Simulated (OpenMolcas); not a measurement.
Consider [Cu2(μ-OH)2(NH3)4]2+, a planar model complex in vacuum (2 bridging OH, bridge angle 98°, metal-metal distance 2.97 Å, Cu–OH 1.97 Å; typed geometry, not optimised).

```xyz
22

Cu    -1.4868     0.0000     0.0000
Cu     1.4868     0.0000     0.0000
O      0.0000     1.2924     0.0000
H      0.0000     2.2524     0.0000
O      0.0000    -1.2924     0.0000
H      0.0000    -2.2524     0.0000
N     -2.9222     1.4354     0.0000
H     -3.2040     1.7172     0.9389
H     -2.6291     2.2922    -0.4695
H     -3.7790     1.1423    -0.4694
N     -2.9222    -1.4354     0.0000
H     -3.2040    -1.7172     0.9389
H     -3.7790    -1.1423    -0.4695
H     -2.6290    -2.2922    -0.4694
N      2.9222     1.4354     0.0000
H      3.2040     1.7172     0.9389
H      3.7790     1.1423    -0.4695
H      2.6290     2.2922    -0.4694
N      2.9222    -1.4354     0.0000
H      3.2040    -1.7172     0.9389
H      2.6291    -2.2922    -0.4695
H      3.7790    -1.1423    -0.4694
```

Task: Give the energies of the total-spin states at CASSCF(2,2) on the singly occupied d orbitals (ANO-RCC-VDZP on Cu, O, N and ANO-RCC-VDZ on H, scalar-relativistic DKH2, RICD, no spin-orbit coupling, OpenMolcas), and the exchange constant.

Result: Local spins 1/2 and 1/2.

```json
[
 {"total S": "1", "E (cm⁻¹)": "12.5", "natural occupations, lowest and highest": "1.000, 1.000"},
 {"total S": "0", "E (cm⁻¹)": "0.0", "natural occupations, lowest and highest": "0.963, 1.037"}
]
```

J = -6.3 cm⁻¹ (antiferromagnetic).

J is defined by H = −2J S1·S2, so negative values are antiferromagnetic. Wave-function values come from the highest and lowest total spin; broken-symmetry values use Yamaguchi's formula with the computed ⟨S²⟩. The active space holds the singly occupied metal orbitals alone, without bridging-ligand orbitals. No row is a measured value.
